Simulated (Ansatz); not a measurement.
cyclo-(SnF2)3 (Sn3F6) was relaxed with PBE-D4 (def2-SVP) in Ansatz in these states: charge +1 doublet, neutral singlet. The geometries follow in no particular order.

In the def2 sets Sn takes a core potential; there is no spin–orbit coupling.

A:

Cartesian coordinates in Å:
```
Sn -1.9817 0.3304 0.1092
F -0.7726 -0.4645 1.7714
F -1.0847 -1.6237 -0.3738
Sn 0.7857 -1.6751 0.7905
F 1.6951 0.3226 0.9878
F 1.3824 -0.8359 -1.1577
Sn 1.1960 1.3447 -0.8997
F -0.7660 0.7215 -1.6866
F -0.4542 1.8800 0.4590
```

B:

```xyz
9

Sn   -1.564   -0.132   -0.951
F    -1.643    0.499    1.037
F    -0.982   -1.730    0.259
Sn    0.136   -0.649    1.975
F     0.930    1.223    1.157
F     1.592   -1.010    0.377
Sn    1.726    0.807   -0.843
F     0.233   -0.618   -1.894
F    -0.428    1.611   -1.116
```

Question: Judge from the bond lengths which geometry belongs to which state (an estimate).

Answer: A is the neutral singlet (Sn1–F9 2.204 Å, Sn1–F2 2.204 Å, Sn1–F3 2.204 Å); B is the charge +1 doublet (Sn1–F9 2.087 Å, Sn1–F2 2.087 Å, Sn1–F3 2.087 Å).
